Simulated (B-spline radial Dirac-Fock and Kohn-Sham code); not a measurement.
**The L3-M45M45 Auger spectrum of Sm⁺**

System: the Sm⁺ ion in the configuration [Xe] 4f6 6s1.

The run's input, task.json:

```json
{"items": [{
  "Z": 62,
  "q": 1,
  "cfg": [[1, 0, 2], [2, 0, 2], [2, 1, 6], [3, 0, 2], [3, 1, 6], [3, 2, 10], [4, 0, 2], [4, 1, 6], [4, 2, 10], [4, 3, 6], [5, 0, 2], [5, 1, 6], [6, 0, 1]],
  "A": 152,
  "rrms": 5.0819,
  "do": ["binding", "quiet", "double"]
}]}
```

Launch: `python xray_run.py task.json out`

Level of theory: Dirac-Fock ΔSCF + Breit + QED; a radial finite-basis atomic code. The two-hole levels come from diagonalising the Coulomb interaction among the jj configurations; intensities are independent-particle Coulomb rates. Kinetic energies are from the vacuum level. Correlation energy is missing from these numbers. Open outer shells are spectators and are not coupled to the holes.

```
kinetic energy (eV)  J  leading jj holes (weight)  leading LS term (weight)  intensity (%)
             4419.1  0                M4M4 (0.95)                ¹S0 (0.63)            0.8
             4438.8  2                M4M4 (0.97)                ³F2 (0.51)            3.0
             4456.9  4                M4M5 (0.98)                ¹G4 (0.91)           51.4
             4458.3  1                M4M5 (1.00)                ³P1 (1.00)            0.6
             4462.1  2                M4M5 (0.96)                ³P2 (0.52)            5.2
             4469.2  3                M4M5 (1.00)                ³F3 (1.00)            7.7
             4472.9  0                M5M5 (0.95)                ³P0 (0.63)            1.2
             4486.6  2                M5M5 (0.99)                ¹D2 (0.50)            8.9
             4493.6  4                M5M5 (0.98)                ³F4 (0.91)           21.3
```

The strongest line, by its leading LS label ¹G4, lies at 4456.9 eV. The mean weight of the leading component is 0.97 in jj and 0.73 in LS coupling, so jj labels describe these levels better.

Values without a named source are computed, but for edge energies of neutral atoms, which are taken from tables.
